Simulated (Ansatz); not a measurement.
Abridged output of a molecular run in Ansatz:

```
Functional definition: HF
1118 factors; integrals over basis functions are off by at most 1.1e-3 eV
mean field evaluation 1: about -82263.4592 eV, gradient 5.2e1 eV
mean field evaluation 2: about -82263.5686 eV, gradient 5.2e1 eV
mean field evaluation 4: about -82269.6235 eV, gradient 4.1e0 eV
mean field evaluation 8: about -82269.7833 eV, gradient 3.4e-1 eV
mean field -82269.78405913 eV, -3023.3587997105 hartree, gradient 3.3e-6 eV, S^2 0.000000; 0 other end points of the search recorded, 0 dependent functions left out
18 core orbitals not correlated: weight in the atoms' cores, before any rotation towards them, 1.000 or more for the frozen orbitals, at most 0.000 for the correlated occupied ones
reference -82269.78405913 eV, -3023.3587997105 hartree; 22, 22 occupied and 76, 76 virtual orbitals, 1118 factors
second order -26.89829750 eV of doubles, -0.00000000 eV of singles
cycle   1  -26.46575163 eV  change    4.3e-1 eV  update   1.5e-1
cycle   2  -27.29375358 eV  change   -8.3e-1 eV  update   5.1e-2
cycle   3  -27.51914258 eV  change   -2.3e-1 eV  update   2.7e-2
cycle   4  -27.50389499 eV  change    1.5e-2 eV  update   7.7e-3
cycle   5  -27.49884049 eV  change    5.1e-3 eV  update   3.7e-3
cycle   6  -27.50082825 eV  change   -2.0e-3 eV  update   1.5e-3
cycle   7  -27.50007757 eV  change    7.5e-4 eV  update   7.3e-4
cycle   8  -27.49928571 eV  change    7.9e-4 eV  update   2.9e-4
cycle   9  -27.49938838 eV  change   -1.0e-4 eV  update   1.2e-4
cycle  10  -27.49950156 eV  change   -1.1e-4 eV  update   4.3e-5
cycle  11  -27.49943462 eV  change    6.7e-5 eV  update   1.9e-5
cycle  12  -27.49944560 eV  change   -1.1e-5 eV  update   8.1e-6
perturbative correction -1.02990289 eV, -0.0378482332 hartree
Total energy: -82298.31340763 eV, -3024.4072339298 hartree
```

Its atoms:

Z-matrix (Å, degrees):
```
C
Se 1 1.942
O 1 1.187 2 122.0
H 1 1.105 2 113.2 3 -178.1
C 2 1.963 1 99.7 3 -178.8
O 5 1.188 2 120.4 1 -139.1
S 5 1.775 2 118.4 1 41.9
H 7 1.341 5 96.7 2 14.2
```

Problem. Which basis set was used?
A. def2-TZVPPD
B. def2-SVPD
C. def2-TZVPP
D. def2-SVP

Solution. D. It gives 116 functions.

Problem. Write the keys of the input that set method, charge and spin (a neutral closed shell needs none for the last two).

Solution. 
```yaml
correlation: {method: ccsd_t}
```
